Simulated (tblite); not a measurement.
Species: C4HF5.
Atom-mapped SMILES: `[F:1][CH:2]=[C:3]=[C:4]([F:5])[C:6]([F:7])([F:8])[F:9]` (hydrogens: H10 on C2)

Structure optimised with GFN2-xTB, isolated species.

(1) What internal coordinates does the optimisation give?

Results:

(1) 
```csv
bond,length (pm),order
F1–C2,132.8,single
C2=C3,129.9,double
C3=C4,129.9,double
C4–F5,134.1,single
C4–C6,152.0,single
"C6–F7, C6–F8, C6–F9",133.6,single
C2–H10,108.4,single
```

Bonds in one row agree within 1 pm and their mean is given. Orders are formal, as drawn. A selection of angles:
```csv
angle,degrees
F1–C2–C3,123.2
C2–C3–C4,178.8
C3–C4–F5,123.6
C3–C4–C6,123.6
F5–C4–C6,112.7
C4–C6–F7,110.8
F7–C6–F8,107.2
```

Dihedral angles: C3–C4–C6–F7 1° (synperiplanar). The mirror-image conformer, all signs reversed, is as good.

The C–C distances run from 1.299 Å (C2=C3, drawn double) to 1.520 Å (C4–C6, drawn single), a spread of 0.221 Å.

Point group: C1 (no symmetry element, even within 0.4 Å). Its GFN2-xTB frequencies are all real (lowest 21 cm⁻¹).

The numbers are calculated, not measured.
